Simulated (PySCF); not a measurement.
## Distorted geometries of Bi(CN)3

Bi(CN)3 (singlet). PySCF 2.14.0, RKS r2SCAN, Bi def2-SVP with ECP60, C def2-SVP, N def2-SVP; non-relativistic Hamiltonian with scalar-relativistic core potentials where named; density fitting; no spin-orbit coupling. Relaxed geometry:

```xyz
7

Bi    0.0000    0.0000    0.7121
C     1.8617    0.0000   -0.5228
N     2.9006    0.0000   -1.0525
C    -0.9309    1.6123   -0.5228
N    -1.4503    2.5120   -1.0525
C    -0.9309   -1.6123   -0.5228
N    -1.4503   -2.5120   -1.0525
```

Problem. Order these distorted geometries by energy above the relaxed one, lowest first.
A.
```xyz
7

Bi    0.0711   -0.0481    0.7622
C     1.8645    0.0317   -0.4981
N     2.8325    0.0403   -1.1001
C    -0.9489    1.5311   -0.5741
N    -1.5208    2.5585   -1.0473
C    -0.9053   -1.6093   -0.3869
N    -1.3930   -2.5040   -1.1695
```
B.
```xyz
7

Bi   -0.0649   -0.0902    0.6788
C     1.8157    0.0318   -0.5882
N     2.8853    0.0423   -1.0740
C    -1.0102    1.5909   -0.5049
N    -1.3128    2.4715   -1.0083
C    -0.8975   -1.5815   -0.4956
N    -1.4156   -2.4648   -1.0214
```
C.
```xyz
7

Bi   -0.0131    0.0517    0.6609
C     1.8222    0.0658   -0.6508
N     2.9241    0.0457   -1.0305
C    -0.8781    1.5789   -0.4900
N    -1.5717    2.5705   -1.1023
C    -0.8204   -1.6902   -0.4604
N    -1.4629   -2.6224   -0.9405
```

Solution. B (1.12 eV), A (1.31 eV), C (1.87 eV).

Problem. Which forces (eV/Å) act in the one that lies 1.12 eV up?

Solution. 
```
Bi    1.26   2.28   1.19
C     0.59  -0.10  -0.12
N    -0.92   0.02   0.37
C     5.57 -15.54   8.88
N    -5.39  15.25  -8.71
C    -0.32  -0.52  -0.82
N    -0.80  -1.40  -0.79
```
Forces carry noise of the integration grid, about 0.01 to 0.03 eV/Å.

No frequency check is given that shows the relaxed geometry to be a minimum.
